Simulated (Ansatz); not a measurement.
Reaction (isomerisation): `CC(C)[NH][AlH2]` → `CN(C)[CH2][AlH2]`

Isolated molecules relaxed with PBE0-D4/def2-TZVP in Ansatz; ΔE leaves out vibrations. CCSD(T)/CBS adds triple-zeta CCSD(T) − MP2 to the extrapolated MP2 energy (def2 sets, frozen cores). Functionals use def2-TZVPP. Each species was taken in one conformer, which may not be the lowest.

`CC(C)[NH][AlH2]`:

Z-matrix (Å, degrees):
```
C
C 1 1.523
H 1 1.095 2 110.4
H 1 1.092 2 110.7 3 -119.5
H 1 1.093 2 111.4 3 119.7
C 2 1.523 1 111.0 3 -62.6
N 2 1.453 1 111.4 3 62.2
H 2 1.097 1 108.0 3 179.2
H 6 1.092 2 110.7 1 -178.0
H 6 1.095 2 110.4 1 62.5
H 6 1.093 2 111.3 1 -57.1
Al 7 1.768 2 128.7 1 117.5
H 7 1.012 2 111.3 1 -62.4
H 12 1.585 7 117.4 2 0.0
H 12 1.584 7 117.8 2 -180.0
```

`CN(C)[CH2][AlH2]`:

```xyz
15

C     1.196    0.125   -0.798
N     0.369    0.313    0.367
C     1.030   -0.180    1.553
C    -0.946   -0.276    0.192
Al   -2.052    0.525   -1.224
H     1.378   -0.943   -1.026
H     2.166    0.607   -0.654
H     0.726    0.585   -1.673
H     1.211   -1.270    1.514
H     0.417    0.028    2.433
H     1.992    0.321    1.682
H    -0.897   -1.381    0.071
H    -1.523   -0.131    1.118
H    -1.569    1.770   -2.083
H    -3.497   -0.092   -1.471
```

```csv
level,ΔE (kJ/mol)
PBE0-D4,172.7
ωB97M-V,176.8
PBE,170.0
LC-ωPBE,176.4
RPA@PBE/def2-TZVPP,176.1
MP2/def2-SVP,186.6
HF/def2-QZVPP,183.9
HF/CBS(def2),183.9
```

Question: What does CCSD(T)/CBS give? (Best estimate.)

Answer: Computed: +181.9 kJ/mol. The listed levels differ from it by -9.2, -5.1, -11.9, -5.5, -5.8, 4.7, 2.0, 2.0 kJ/mol.

Largest T1 diagnostic among the species: 0.011.

Leaving LDA and LC-ωPBE aside and taking each functional with its dispersion term where it has one, the values, not all of them listed here, spread over 13.9 kJ/mol, from revPBE-D4 to B97M-V. From PBE to PBE0 (25 % exact exchange), in def2-TZVPP and without D4, ΔE moves by +3.2 kJ/mol.
